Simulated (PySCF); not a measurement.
# Telling isomers of C6H5NO apart by NMR

PySCF calculation with NMR shieldings at PBE0/pcSseg-1/GIAO, geometry: PBE0-D3(BJ)/def2-SVP and J couplings at B3LYP/pcJ-1 (spin–dipole term left out of most H,H and C,H couplings); in vacuum, one computed conformer, relativity neglected, one averaged value for each set of equivalent atoms.

Referencing at the same level of theory: $^{1}$H (σref 31.27), $^{13}$C (σref 184.41) vs TMS. Multiplet labels drop J under 1 Hz and among equivalent protons, and merge close values. Unscaled 3J(H,H) run several per cent high. Shifts are as computed. Against solution values, carbons near 30 ppm lie about +2 ppm off and those near 130 ppm about +5 ppm (rms about the fit 1.9 ppm; single classes can miss by 10 ppm). Of 1328 compounds with measured shifts, 309 miss one by over three times the rms of a fit or turn the order of signals round; such compounds aren't used in these exercises. Signals without a measured value on file couldn't be tested in this way; 1H shifts scatter by 0.2 ppm about their fit, and single ones miss by 0.5 ppm.

(1) Tabulate the signals of `O=Cc1ccccn1`, `O=Cc1ccncc1` and their relative energies.

(2) What is the quickest way to tell O=Cc1ccccn1 from O=Cc1ccncc1?

Answers

(1) 
```json
{"SMILES": "O=Cc1ccccn1", "carbon types": "1×C 5×CH", "δC": "198.8, 156.7, 155.7, 142.1, 132.8, 127.1", "δH": "10.03 (s, 1H), 8.92 (dt, 1H), 8.22 (dt, 1H), 7.96 (td, 1H), 7.40 (ddd, 1H)", "E rel. (kcal/mol)": "0.0"}
{"SMILES": "O=Cc1ccncc1", "carbon types": "1×C 5×CH", "δC": "195.4, 157.4, 144.2, 127.2", "δH": "9.99 (s, 1H), 9.13 (dd, 2H), 7.66 (dd, 2H)", "E rel. (kcal/mol)": "2.4"}
```

Energies are electronic energies at PBE0/pcSseg-1 on these geometries, without zero-point or thermal terms, each for the one conformer computed, which needn't be the lowest.

(2) Count the carbon signals: 6 against 4. The first has an aromatic CH at 142.1 ppm, the second a substituted aromatic carbon (C) at 144.2 ppm. Their most deshielded carbons lie at 198.8 and 195.4 ppm.
